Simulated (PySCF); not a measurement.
CF3O3S, SMILES O=S(=O)([O-])C(F)(F)F, charge -1.

Coordinates come from a PBE0-D3(BJ)/def2-SVPD optimisation.

All values below come from PBE/def2-SVPD (PySCF).

Symmetry labels are those of the subgroup Cs that the program uses (full group C3v).

List the valence orbital energies around the gap with their symmetry. (An estimate is asked for; the answer gives what the named calculation found.)


```json
[
 {"orbital": "HOMO−7", "symmetry": "A\"", "energy (eV)": "-6.29"},
 {"orbital": "HOMO−6", "symmetry": "A\"", "energy (eV)": "-5.88"},
 {"orbital": "HOMO−5", "symmetry": "A\"", "energy (eV)": "-3.53"},
 {"orbital": "HOMO−4", "symmetry": "A'", "energy (eV)": "-3.53"},
 {"orbital": "HOMO−3", "symmetry": "A'", "energy (eV)": "-2.75"},
 {"orbital": "HOMO−2", "symmetry": "A\"", "energy (eV)": "-2.75"},
 {"orbital": "HOMO−1", "symmetry": "A'", "energy (eV)": "-2.60"},
 {"orbital": "HOMO", "symmetry": "A\"", "energy (eV)": "-1.46"},
 {"orbital": "LUMO", "symmetry": "A'", "energy (eV)": "3.73"},
 {"orbital": "LUMO+1", "symmetry": "A'", "energy (eV)": "4.27"},
 {"orbital": "LUMO+2", "symmetry": "A'", "energy (eV)": "4.51"},
 {"orbital": "LUMO+3", "symmetry": "A\"", "energy (eV)": "4.51"}
]
```
